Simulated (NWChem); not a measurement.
**A calculation on H4Ge**

```xyz
5

Ge     0.0000     0.0000     0.0000
H      0.0000    -1.2642     0.8939
H      0.0000     1.2642     0.8939
H     -1.2642     0.0000    -0.8939
H      1.2642     0.0000    -0.8939
```
Charge 0, spin multiplicity 1.

Everything below was run with NWChem. All single points use one geometry, from PBE/def2-SVP, a minimum by its harmonic frequencies.

Static limit.

The Hamiltonian is non-relativistic. The correlated methods keep 9 core orbitals frozen. The structure started from a generated list of species.

**Question.** Give the polarisability tensor in bohr³ at CCSD linear response/def2-SVPD, 9 core orbitals frozen, in the frame of the coordinates, and its isotropic mean.

**Answer.** 
```
34.92   0.00   0.00
 0.00  34.92   0.00
 0.00   0.00  34.92
```
Mean (one third of the trace): 34.92 bohr³.
